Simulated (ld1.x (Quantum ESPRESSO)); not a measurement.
**u(r) = r·R(r): atom against pseudo-atom (caesium (Cs))**

Columns: radius, all-electron u(r) and pseudo u(r) of the 5s shell (level -28.08 eV) of caesium in the configuration [Kr] 4d10 5s2 5p6 5d0 6s0 6p1; PBEsol, scalar-relativistic, TM scheme, ld1.x (Quantum ESPRESSO) 7.5.

```csv
r (bohr),all-electron,pseudo
0.210,0.3087,0.0967
0.420,-0.2831,0.2010
0.630,-0.4128,0.3201
0.840,0.0385,0.4582
1.050,0.5007,0.6093
1.260,0.7804,0.7497
1.470,0.8859,0.8413
1.680,0.8737,0.8543
1.890,0.7958,0.7925
2.100,0.6895,0.6895
2.310,0.5774,0.5774
2.520,0.4719,0.4719
2.730,0.3787,0.3787
2.940,0.2998,0.2998
3.150,0.2347,0.2347
3.360,0.1823,0.1823
3.570,0.1406,0.1406
3.780,0.1079,0.1079
3.990,0.0824,0.0824
4.200,0.0628,0.0628
4.410,0.0476,0.0476
4.620,0.0360,0.0360
4.830,0.0272,0.0272
5.040,0.0206,0.0206
5.250,0.0156,0.0156
5.460,0.0118,0.0118
```

Q: How many radial nodes do the two functions have?

A: The all-electron 5s function has n − l − 1 = 4 (the table is too coarse to show those close to the nucleus); the pseudo-wave has 0, since the states of the same l below it are removed with the core.

Q: At about which radius was the pseudo-wave matched?

A: 2.25 bohr, where the columns begin to agree (steps of 0.21 bohr).

Q: Is the pseudo-wave norm-conserving?

A: Yes: the TM scheme keeps the norm inside the radius equal to the all-electron one, which fixes the energy derivative of the logarithmic derivative at the level.
